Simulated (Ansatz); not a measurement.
**Energy profile**

The step: AlH₃O ([OH][AlH2]) + AsH₃ → AlAsH₄ ([AlH2][AsH2]) + H₂O (still joined by a long Al–O bond); bonds formed: O2–H5; dative contacts that become bonds: Al1–As6; bonds broken: H5–As6; bonds weakened to dative contacts: Al1–O2 (atoms numbered as in the saddle structure below).

```xyz
9
angstrom
Al -1.0120 -0.6822 0.3366
O -1.0104 1.1180 0.0212
H -1.5256 -1.5266 -0.9009
H -1.2134 -1.0488 1.8580
H 0.2426 0.7122 -0.0912
As 1.5853 -0.5448 0.0227
H -1.3416 1.4526 -0.8177
H 2.2650 0.4948 0.8840
H 2.0102 0.0248 -1.3128
```

Electronic energies by CCSD(T) at an estimated basis limit (MP2 extrapolated from triple and quadruple zeta, plus CCSD(T) − MP2 in triple zeta), on PBE0-D4/def2-TZVP structures; AlAsH$_{6}$O, closed shell; no counterpoise correction. Program: Ansatz 0.2.0. Basis: def2-TZVPP and def2-QZVPP. Cores are frozen in the correlated methods. Filled d shells of the heavier atoms are correlated. The def2 sets are not built for correlating such inner shells, so the correlated values are less sure here. Extrapolation: Hartree–Fock as exp(−7.88 √X), correlation as X^−2.97.

(1) Give the profile in kJ/mol, counted from the separated reactants. (Judge from chemistry; the value comes from the calculation.)

The T1 diagnostic stays at or below 0.013.

Answers

(1) By the calculation:
```csv
point,kJ/mol
"separated: AlH$_{3}$O (linked as [OH][AlH2]; Al1, O2, H3, H4, H7; singlet) + AsH$_{3}$ (H5, As6, H8, H9; singlet)",0.0
start structure,-37.7
saddle,75.3
end structure,-10.1
"separated: AlAsH$_{4}$ (linked as [AlH2][AsH2]; Al1, H3, H4, As6, H8, H9; singlet) + H$_{2}$O (O2, H5, H7; singlet)",76.8
```

For scale, one of the runs: CCSD(T)/def2-TZVPP, 205 basis functions, launched by `ansatz run in.yaml --threads 4 --pin off --events-out ev --progress --plain --max-ram 9574MiB`. Time: 59 s of wall clock on 4 CPU threads of an Arm Neoverse V2; the host was shared. Peak host memory: 2.6 GiB.
